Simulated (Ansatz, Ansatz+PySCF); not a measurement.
```xyz
6

Be    1.8900    0.0000    0.0000
Be    0.9450    1.6368    0.0000
Be   -0.9450    1.6368    0.0000
Be   -1.8900    0.0000    0.0000
Be   -0.9450   -1.6368    0.0000
Be    0.9450   -1.6368    0.0000
```

Basis set: def2-SVP (spherical functions). All electrons are correlated. Charge 0, multiplicity 1.

Computed with Ansatz (development build ahead of 0.2.0); each method stands on the lowest determinant of its kind that the runs found. Restricted open shells among the atoms or ions are ROHF, correlated in semicanonical orbitals with singles.

Problem. Give the atomization energy at this shape (free ground-state atoms in the same class of orbitals less the molecule, no zero-point energy) of singlet Be6 by RHF-MP2, RHF.

Solution.

```csv
method,atomization energy
RHF-MP2,1.76 eV
RHF,2.14 eV
```

Caution: no unrestricted run beside it, a lower state can exist; the shape is not the minimum.
